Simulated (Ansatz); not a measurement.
Cost and result up the ladder for Ga₉P₉H₂₄, a nanocrystal cut from wurtzite GaP (hydrogen-capped) (42 atoms). Charge 0, multiplicity 1. Geometry: r2SCAN-D4/def2-SVP.

```xyz
42

Ga    3.585    2.265   -2.209
P     1.999    1.266   -3.789
P     2.460    1.557   -0.213
Ga    0.349    2.598    0.058
Ga    0.070    0.043   -3.078
P    -1.041    1.517   -1.586
P    -0.584    1.913    2.126
Ga   -2.670    2.999    2.595
Ga   -2.960    0.397   -0.750
P    -3.939    1.958    0.776
Ga    2.497   -0.797    0.061
P     0.927   -1.591   -1.584
P     1.478   -1.345    2.128
Ga   -0.675   -0.426    2.498
Ga   -0.907   -2.846   -0.749
P    -1.979   -1.253    0.647
Ga    1.564   -3.695    2.601
P     0.086   -4.398    0.778
H     3.440    3.810   -2.395
H     4.916    1.467   -2.394
H     1.529    2.242   -4.708
H     2.678    0.428   -4.714
H     3.242    2.053    0.868
H     0.359    4.144   -0.163
H    -0.800   -0.509   -4.250
H    -1.557    2.551   -2.415
H     0.330    2.392    3.105
H    -2.586    4.516    2.229
H    -3.292    2.435    3.914
H    -3.948   -0.141   -1.832
H    -4.567    2.948   -0.025
H    -5.111    1.332    1.279
H     3.899   -1.449   -0.160
H     1.641   -2.501   -2.412
H     2.302   -0.722    3.107
H    -1.328   -0.838    3.856
H    -1.815   -3.510   -1.830
H    -3.081   -1.950    1.215
H     2.973   -4.269    2.241
H     0.783   -4.012    3.917
H     0.717   -5.387   -0.023
H    -0.980   -5.193    1.278
```

Ansatz on 5 threads of AMD EPYC 7R13 on a shared host and a share (37 GiB) of an NVIDIA H100 80GB HBM3. Times are rough, and most runs start from the orbitals of an earlier one. r2SCAN0-D4/def2-TZVP serves as the yardstick here, not as an exact answer. Differences are given only for rows in sets of like size (and for xTB, whose basis is part of the method), since another set adds its own error. Binding counts from free atoms at the same level (Ga doublet, P quartet, H doublet; other spins of the atoms weren't run), without zero-point energy or a counterpoise term.

Correlated methods freeze 126 core orbitals; core or outer-core shells of Ga are correlated, in sets that lack core-valence functions. The rows differ in basis, and correlated rows in double-zeta sets carry the largest basis error. Single mean-field runs in def2-SVP, def2-TZVP are fitted with def2-universal-jkfit.

Correlated methods converge slowly with the basis, most of all in double-zeta sets.

```tsv
level	functions	wall time	binding energy per atom (eV)	difference from r2SCAN0-D4/def2-TZVP (eV)
PBE-D4/def2-TZVP (with forces)	909	19 s	2.78	0.01
PBE-D4/def2-SVP	570	20 s	2.79	–
PBE0-D4/def2-TZVP	909	22 s	2.78	0.00
revPBE-D4/def2-TZVP (with forces)	909	22 s	2.74	-0.04
r2SCAN-D4/def2-TZVP	909	22 s	2.80	0.02
MP2/def2-SVP	570	23 s	2.55	–
PBE0-D4/def2-SVP	570	23 s	2.79	–
r2SCAN0-D4/def2-TZVP	909	25 s	2.78	0.00
```
